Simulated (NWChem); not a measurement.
# SiH2O2I2; SMILES [Si](I)(O)(I)O

```xyz
7

O      0.0902     1.3761    -1.8109
Si     0.0000     0.0000    -0.9115
O     -0.0902    -1.3761    -1.8109
I      2.0255    -0.0030     0.4361
I     -2.0255     0.0030     0.4361
H     -0.7224     1.6575    -2.2471
H      0.7224    -1.6575    -2.2471
```
Atoms are numbered in this order, from 1.

Computed with NWChem. Pople sets run with spherical d functions. Geometry: optimised at PBE0/def2-SVP (def2 core potentials past Kr). No frequency run checked for a minimum. Total energies compare along this basis series because the functional is fixed.

```json
[
 {"level": "PBE0/STO-3G, non-relativistic", "basis functions": "75", "energy (Ha)": "-14140.6586", "highest occupied level (eV)": "-5.18", "orbital gap (eV)": "7.44", "dipole (D)": "3.20"},
 {"level": "PBE0/3-21G, non-relativistic", "basis functions": "97", "energy (Ha)": "-14217.8069", "highest occupied level (eV)": "-7.67", "orbital gap (eV)": "6.45", "dipole (D)": "2.35"},
 {"level": "PBE0/6-311G**, non-relativistic", "basis functions": "198", "energy (Ha)": "-14279.3009", "highest occupied level (eV)": "-7.76", "orbital gap (eV)": "6.55", "dipole (D)": "1.70"}
]
```
